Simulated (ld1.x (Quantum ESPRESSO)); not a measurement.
**Ranking TM potentials for rhenium**

All share these settings but for the change named:

* Element: rhenium (Re)
* Generator: ld1.x (Quantum ESPRESSO) 7.5
* Type: norm-conserving Troullier–Martins (Kleinman–Bylander form)
* Functional: revPBE
* Relativity: non-relativistic
* Frozen core: [Xe] 4f14
* Valence charge: 7
* Reference configuration: 5d5 6s0.5 6p0 (charge +1.5)
* Partial waves: 6p (bound, empty): rc 2.90 bohr; 5d (bound): rc 2.50 bohr; 6s (bound): rc 2.30 bohr
* Local potential: the s channel
* Core correction: none

Cutoff: the first of the cutoffs (Ry, on a coarse ladder) from which the occupation-weighted sum of valence levels, in a spherical-Bessel basis at the reference potential, stays within 10 and 1 mRy of its value at 400 Ry; the density cutoff is not measured.

The base gives 30 Ry.

Of 8 variants that were run, those that failed, showed a ghost or another fault, or gave nearly equal values are left out.

A variant can come out equal or close to the base.

(1) Rank these variants from softest to hardest (loose cutoff).
A. all radii scaled by about 1.38 (s 3.18, p 4.02, d 3.46 bohr)
B. all radii scaled by about 1.23 (s 2.82, p 3.56, d 3.06 bohr)
C. all radii scaled by about 1.06 (s 2.44, p 3.08, d 2.66 bohr)
D. all radii scaled by about 0.91 (s 2.10, p 2.66, d 2.28 bohr)

Results:

(1) A (21 Ry), B (25 Ry), C (30 Ry), D (35 Ry).
